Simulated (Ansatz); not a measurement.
Consider the cleavage of the B–Si bond: `FB[SiH2][SiH3]` + `C[SeH]` → `C[Se]BF` + `[SiH3][SiH3]`.

Isolated molecules relaxed with PBE0-D4/def2-TZVP in Ansatz; ΔE leaves out vibrations. CBS: MP2 limit from def2 TZ/QZ plus the TZ coupled-cluster correction, frozen cores. DFT in def2-TZVPP. For Se outer-core shells are correlated without core-valence functions, which leaves a few kJ/mol of doubt a bond. Scalar relativity is left out up to krypton. One conformer a species, not always the lowest.

`FB[SiH2][SiH3]`:

```xyz
10

F    -1.528    0.485    2.336
B    -1.452    0.776    1.049
Si    0.351    0.885    0.128
Si    0.773   -1.200   -0.862
H    -2.499    0.914    0.471
H     1.461    1.207    1.067
H     0.314    1.908   -0.955
H    -0.323   -1.545   -1.808
H     2.058   -1.175   -1.610
H     0.845   -2.256    0.183
```

`C[SeH]`:

```xyz
6

C    -0.134    0.201   -0.490
Se    1.061   -0.602    0.823
H    -0.983   -0.451   -0.683
H     0.451    0.309   -1.401
H    -0.465    1.182   -0.156
H     0.070   -0.638    1.907
```

`C[Se]BF`:

Cartesian coordinates in Å:
```
C 0.924 -0.935 -0.062
Se -0.609 -0.314 -1.097
B -1.153 1.137 0.040
F -2.203 1.864 -0.302
H 1.023 -0.320 0.830
H 0.759 -1.973 0.217
H 1.818 -0.851 -0.676
H -0.559 1.391 1.049
```

`[SiH3][SiH3]`:

Z-matrix (Å, degrees):
```
Si
Si 1 2.338
H 1 1.488 2 110.3
H 1 1.488 2 110.3 3 120.0
H 1 1.488 2 110.3 3 -120.0
H 2 1.488 1 110.3 3 59.9
H 2 1.488 1 110.3 3 179.9
H 2 1.488 1 110.3 3 -60.1
```

CCSD(T)/CBS gives -100.6 kJ/mol.

(1) Another level gave -93.8 kJ/mol. Which?
A. RPA@PBE/def2-TZVPP
B. SCS-MP2/def2-TZVPP
C. LC-ωPBE/def2-TZVPP
D. MP2/def2-TZVPP

(2) What do rigid-rotor, harmonic-oscillator terms from PBE0-D4/def2-TZVP frequencies (298.15 K, 1 bar) make of the CCSD(T)/CBS value? (Estimate.)

Largest T1 diagnostic among the species: 0.015.

## Answers

(1) C. LC-ωPBE -93.8, RPA@PBE/def2-TZVPP -98.3, SCS-MP2/def2-TZVPP -104.3, MP2/def2-TZVPP -108.6 kJ/mol.

(2) Computed: ΔZPE = +2.6 kJ/mol, ΔH = -99.2 kJ/mol, ΔS = -26 J/(mol·K), ΔG = -91.3 kJ/mol. Modes under 50 cm⁻¹ make the entropy rough.

In def2-TZVPP, CCSD(T) changes the Hartree–Fock value by −4.0 kJ/mol (the triples alone add −1.7 kJ/mol) and MP2 by −12.3 kJ/mol. From BLYP to BHLYP (50 % exact exchange), in def2-TZVPP and without D4, ΔE moves by −3.0 kJ/mol.
